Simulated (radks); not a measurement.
Coulomb parameter of the 5d shell of neutral hafnium in the model configuration [Xe] 4f14 5d3 6s1, as a second difference U = [E(n + 0.25) + E(n - 0.25) - 2 E(n)] / (0.25)^2 with all orbitals relaxed. "Bare": the charge of the atom changes with n. "Screened": the 6s shell takes up the change at fixed total charge, which measures U(5d,5d) + U(6s,6s) - 2 U(5d,6s). Method: scalar-relativistic Kohn-Sham, PBEsol, spin-unpolarised, spherical densities, point nucleus; computed with a radial shooting solver on a logarithmic mesh with Libxc functionals.

| case | configuration | E - E(n) (eV) |
|---|---|---|
| start | [Xe] 4f14 5d3 6s1 | 0.000 |
| bare +0.25 | [Xe] 4f14 5d3.25 6s1 | -0.326 |
| bare -0.25 | [Xe] 4f14 5d2.75 6s1 | 0.692 |
| screened +0.25 | [Xe] 4f14 5d3.25 6s0.75 | 0.696 |
| screened -0.25 | [Xe] 4f14 5d2.75 6s1.25 | -0.679 |

U(bare) = 5.854 eV, U(screened by 6s) = 0.269 eV, against the Slater integral F0(5d,5d) = 9.394 eV with frozen orbitals. The step up makes a negative ion, whose loosely bound charge lowers the bare value.
